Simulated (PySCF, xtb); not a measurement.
NbOCl₃, SMILES [O]=[Nb]([Cl])([Cl])[Cl], multiplicity 1.

xtb 6.7.1 with GFN2-xTB at its own geometry gives an orbital gap of 3.52 eV and a dipole moment of 4.35 D.

Geometry optimised at B3LYP-D3(BJ)/def2-SVP. The multiplicity is an assumed one; other spin states were not compared. The isomer is the one that the SMILES or the coordinates give; other isomers of the formula were not compared. The def2 effective core potentials stand for the cores of Nb; spin–orbit coupling is left out.

Problem. What does PBE0/def2-TZVP in PySCF give? (An estimate is asked for; the answer gives what the named calculation found.)

Solution. gap 6.38 eV (levels -9.85 and -3.47 eV), dipole 1.07 D.
